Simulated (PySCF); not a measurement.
Compound: C6H11F.
Atom-mapped SMILES: `[CH3:1][CH2:2]/[CH:3]=[CH:4]/[CH2:5][CH2:6][F:7]` (hydrogens: H8, H9, H10 on C1; H11, H12 on C2; H13 on C3; H14 on C4; H15, H16 on C5; H17, H18 on C6)

Method: PySCF, PBE0-D3(BJ)/def2-SVP geometry optimisation, gas phase; density fitting, grid level 1; the optimiser is geomeTRIC in internal coordinates, started from a GFN2-xTB structure with every atom displaced at random (about 0.01 Å).

Step 2: E = -9101.1758 eV
```
atom  x, y, z in Å  |  force x, y, z in eV/Å
C1      2.6538   -1.1088   -0.9780    0.037   0.001   0.036
C2      2.0712   -0.2519    0.1427    0.130   0.088  -0.024
C3      0.8714    0.5364   -0.2746   -0.277  -0.149   0.049
C4     -0.3497    0.3704    0.2483    0.135   0.068   0.037
C5     -1.5831    1.1183   -0.1425   -0.030   0.014  -0.065
C6     -2.7558    0.2081   -0.4520    0.051  -0.015  -0.008
F7     -3.1453   -0.4611    0.6847    0.009  -0.015   0.005
H8      3.5848   -1.6016   -0.6564   -0.024  -0.008  -0.013
H9      2.8904   -0.5013   -1.8660   -0.002   0.007  -0.007
H10     1.9447   -1.8911   -1.2887   -0.017   0.012  -0.014
H11     2.8504    0.4473    0.4987    0.010  -0.015  -0.004
H12     1.8102   -0.8852    1.0066   -0.004   0.005  -0.013
H13     1.0123    1.2729   -1.0795    0.021  -0.019   0.023
H14    -0.4777   -0.3702    1.0487   -0.034   0.003  -0.009
H15    -1.8960    1.7894    0.6784   -0.002   0.000  -0.004
H16    -1.3893    1.7589   -1.0191    0.015  -0.012   0.001
H17    -2.4776   -0.5421   -1.2130   -0.010   0.021  -0.017
H18    -3.6164    0.7866   -0.8294   -0.009   0.013   0.029
```

Step 3: E = -9101.1772 eV
```
atom  x, y, z in Å  |  force x, y, z in eV/Å
C1      2.6532   -1.0998   -0.9859   -0.120   0.083  -0.014
C2      2.0906   -0.2487    0.1524   -0.070  -0.142   0.032
C3      0.8526    0.4987   -0.2375    0.356   0.110  -0.170
C4     -0.3617    0.3604    0.2903   -0.245  -0.153   0.179
C5     -1.5783    1.1154   -0.1491    0.069  -0.069   0.123
C6     -2.7517    0.2139   -0.4685   -0.027  -0.012  -0.006
F7     -3.1577   -0.4541    0.6629    0.004  -0.007   0.032
H8      3.5969   -1.5876   -0.7097    0.080  -0.018   0.087
H9      2.8486   -0.4870   -1.8793    0.009   0.023  -0.036
H10     1.9415   -1.8866   -1.2761   -0.038  -0.012  -0.020
H11     2.8659    0.4658    0.4810   -0.020   0.055  -0.009
H12     1.8718   -0.8857    1.0246    0.007  -0.018   0.023
H13     0.9816    1.2269   -1.0501   -0.003   0.021  -0.063
H14    -0.5190   -0.3640    1.1044    0.019   0.088  -0.074
H15    -1.8978    1.8024    0.6551   -0.039   0.018  -0.006
H16    -1.3564    1.7384   -1.0294    0.036   0.008  -0.044
H17    -2.4809   -0.5396   -1.2279    0.026   0.030  -0.038
H18    -3.6011    0.8060   -0.8484   -0.046  -0.004   0.002
```

Q: Estimate the geometry and energy of step 4. (The exact step hangs on the optimiser's Hessian estimate; all steps are aligned on step 3, rigid shifts and turns removed.)

A: E = -9101.1824 eV, largest force 0.095 eV/Å
```
atom  x, y, z in Å  |  force x, y, z in eV/Å
C1      2.6486   -1.1040   -0.9800   -0.012   0.011  -0.013
C2      2.0812   -0.2469    0.1481    0.000  -0.033  -0.007
C3      0.8579    0.5121   -0.2587    0.094  -0.009  -0.001
C4     -0.3552    0.3637    0.2774   -0.089   0.008   0.019
C5     -1.5777    1.1163   -0.1430    0.000  -0.016   0.043
C6     -2.7487    0.2113   -0.4643   -0.011  -0.002  -0.012
F7     -3.1386   -0.4739    0.6630    0.008  -0.007   0.001
H8      3.5852   -1.5969   -0.6801    0.016  -0.011   0.017
H9      2.8641   -0.4960   -1.8732    0.009   0.003  -0.003
H10     1.9333   -1.8858   -1.2781   -0.008   0.004  -0.009
H11     2.8574    0.4648    0.4827   -0.006   0.020  -0.005
H12     1.8461   -0.8786    1.0205    0.005   0.000   0.001
H13     0.9893    1.2377   -1.0746   -0.008  -0.004  -0.006
H14    -0.5005   -0.3636    1.0872    0.016   0.027  -0.006
H15    -1.8976    1.7942    0.6693   -0.014   0.010  -0.009
H16    -1.3643    1.7489   -1.0201    0.017  -0.007  -0.010
H17    -2.4741   -0.5273   -1.2373    0.000   0.011  -0.016
H18    -3.6083    0.7990   -0.8303   -0.015  -0.006   0.016
```

The energy changes by -0.0052 eV. The first-order estimate −F·Δx gives -0.0092 eV and the mean of the old and new forces, exact on a quadratic surface, -0.0052 eV. The step makes an angle of 80° with the force vector and moves no atom by more than 0.033 Å.

What follows is the cost of the whole optimisation. The run took 3.5 min of wall time on one thread of an Intel Xeon at 2.50 GHz, shared host with 64 logical CPUs at a one-minute load of 61, and the process peaked at 0.67 GiB of memory.
